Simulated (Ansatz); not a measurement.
```yaml
crystal:
  periodic: [false, false, false]
  atoms:
    - {symbol: N, position_ang: [-0.693576, 0.966672, 0.321968]}
    - {symbol: C, position_ang: [-0.144273, -0.372291, 0.641882]}
    - {symbol: Ga, position_ang: [1.246868, 0.743996, -0.384604]}
    - {symbol: B, position_ang: [-0.425908, -1.528424, -0.258246]}
    - {symbol: F, position_ang: [-1.177214, -1.331110, -1.363226]}
    - {symbol: H, position_ang: [-0.925040, 1.525143, 1.130078]}
    - {symbol: H, position_ang: [-1.476708, 0.921814, -0.317516]}
    - {symbol: H, position_ang: [0.164028, -0.487871, 1.673328]}
    - {symbol: H, position_ang: [2.206416, 1.528468, 0.559789]}
    - {symbol: H, position_ang: [1.208997, 0.658790, -1.935565]}
    - {symbol: H, position_ang: [0.016402, -2.625177, -0.067887]}
basis:
  gaussian: {orbitals: x2c-TZVPPall, final_grid: {core_spheres: 1, valence_spheres: 1, degree: 1}}
hamiltonian: {xc: {name: PBE}}
```

```sh
$ ansatz run in.yaml --threads 4 --pin off --events-out ev --progress --plain --max-ram 10444MiB
```

Shortened log:

```
Functional definition: PBE
1377 factors; their error is unknown
mean field evaluation 1: about -58892.6892 eV, gradient 8.5e1 eV
mean field evaluation 2: about -58843.3364 eV, gradient 1.6e2 eV
mean field evaluation 4: about -58906.1511 eV, gradient 1.3e1 eV
mean field evaluation 8: about -58864.3952 eV, gradient 3.9e2 eV
mean field evaluation 16: about -59166.7897 eV, gradient 7.3e1 eV
mean field evaluation 32: about -59190.1285 eV, gradient 2.5e-4 eV
a density is far from that of the atoms, so the factors are made again for it
2389 factors; integrals over basis functions are off by at most 1.5e-4 eV
mean field -59190.07980422 eV, -2175.1953123281 hartree, gradient 2.7e-6 eV, S^2 0.000000; 0 other end points of the search recorded, 0 dependent functions left out
reference -59190.07986318 eV, -2175.1953144946 hartree; 32, 32 occupied and 224, 224 virtual orbitals, 2389 factors
Total energy: -59190.07986318 eV, -2175.1953144946 hartree
Relativity: scalar
```

(1) Something in this input is off. What?

Results:

(1) The integration grid is far too coarse. The run converged. The result belongs to that input, not to the molecule as meant.
